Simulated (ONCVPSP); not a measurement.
## Zr: excitation energies, all-electron against ONCV

```json
{
  "Element": "zirconium",
  "Generator": "ONCVPSP 4.0.1",
  "Type": "optimised norm-conserving Vanderbilt (ONCV)",
  "Functional": "PBEsol",
  "Relativity": "fully relativistic",
  "Frozen core": "[Ar] 3d10 4s2",
  "Valence charge": "10",
  "Reference configuration": "4p6 4d3 5s1",
  "Partial waves": "5s: rc 3.45 bohr, ncon 3, nbas 6, qcut 2.1 1/bohr, 3 projectors, debl 3 Ha; 4p: rc 1.35 bohr, ncon 4, nbas 8, qcut 5.4 1/bohr, 2 projectors, debl 1.6 Ha; 4d: rc 2.95 bohr, ncon 4, nbas 9, qcut 5.6 1/bohr, 2 projectors, debl 3.4 Ha",
  "Local potential": "polynomial inside 1.10 bohr (lpopt 5, dvloc0 3 Ha)",
  "Core correction": "none"
}
```

Open shells are filled in proportion to 2j + 1.

Energies are relative to the spin-unpolarised reference configuration 4p6 4d3 5s1; without spin polarisation the order of configurations can differ from experiment. Not all tests gave a result: 1 of 4 tests not solved or not reliable.

```
valence configuration  charge  ΔE all-electron (eV)  error AE − PS (meV)
          4p6 4d2 5s2       0                -1.210                 +1.6
          4p6 4d2 5s1      +1                 5.962                  +14
          4p6 4d2 5s0      +2                18.871                 -0.9
```
